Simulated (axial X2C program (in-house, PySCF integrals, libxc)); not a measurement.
Values are calculated unless marked as measured or tabulated.
# LiHg⁺: input and output of an EOM-EE-CCSD run

Program: an in-house all-electron X2C program for linear molecules (integrals from PySCF).

Input and command:
```json
{"zs": [80, 3], "q": 1, "bas": ["dyall-acv3z", "dyall-acv3z"], "r0": 2.66, "eom": "ee", "thr": -2.0, "nmax": 88}
```
```bash
python soeom.py task.json out
```

Keys: zs atomic numbers; q charge; bas basis sets; r0 starting distance in Å; eom kind of EOM run; thr threshold in hartree for freezing inner shells (an s shell follows its p shell); nmax most natural virtual spinors.

Output at R = 2.669 Å (near the PBE0 minimum at charge 1 of the determinant lowest at the starting distance; the state shown can have its own minimum elsewhere), reference LiHg⁺:

```
two-component X2C + atomic mean field  HF
basis functions 238  fitting functions 1096  grid points 5082
iter        total energy     max residual
   1     -19630.797428163     6.67e+00
   2     -19630.866466082     1.78e-02
   3     -19630.867409117     2.07e-01
   4     -19630.868139322     2.43e-02
   5     -19630.868160586     7.71e-04
   6     -19630.868164024     3.55e-03
   7     -19630.868164480     4.40e-04
   8     -19630.868164548     1.41e-04
   9     -19630.868164554     3.51e-05
  10     -19630.868164554     5.76e-06
  11     -19630.868164554     3.01e-06
  12     -19630.868164554     1.32e-06
converged
one-electron -26963.01058364  Coulomb 7677.15526311  exact exchange -374.10965624  xc functional 0.00000000  nuclear repulsion 47.58431271  atomic mean-field constant -18.48750049
correlated 12  virtual 298  natural virtual 88  E(MP2) -0.440106383  MP2 remainder -0.076893549
iter   CCSD correlation   residual
   1     -0.327886045   1.21e-01
   2     -0.337674934   4.12e-02
   3     -0.339065727   1.69e-02
   4     -0.339008557   3.50e-03
   5     -0.339038522   1.25e-03
   6     -0.339038374   3.57e-04
   7     -0.339037558   1.09e-04
   8     -0.339038495   4.06e-05
   9     -0.339038220   1.62e-05
  10     -0.339038266   5.22e-06
  11     -0.339038201   1.95e-06
  12     -0.339038195   5.95e-07
(T) -0.007874574  T1 0.0292  D1 0.0656  max T2 0.040
EOM-EE-CCSD roots
2*Omega      energy/Eh   energy/eV  one-particle weight
    0       0.16794778      4.5701      0.985
    0       0.19486109      5.3024      0.982
    0       0.20247666      5.5097      0.984
    0       0.23585997      6.4181      0.964
    0       0.28950837      7.8779      0.981
    2       0.17040237      4.6369      0.985
    2       0.20801994      5.6605      0.983
    2       0.26636133      7.2481      0.968
    2       0.28979986      7.8859      0.981
    4       0.21544197      5.8625      0.983
    4       0.32298139      8.7888      0.960
    4       0.33028580      8.9875      0.958
    6       0.33127990      9.0146      0.956
```
T1 in the output is the amplitude norm over the root of the electron number; divide by √2 for the Lee–Taylor value.

Reference electrons by ω block (each with its −ω partner): 1/2: 23, 3/2: 12, 5/2: 5, 7/2: 1. Root energies count from the CCSD energy of the reference. All roots sought are printed; those with a small one-particle weight need a further excitation, are placed far too high, and may in truth lie low or lowest. Inner shells are frozen, and levels at this size can be off by some tenths of an eV.
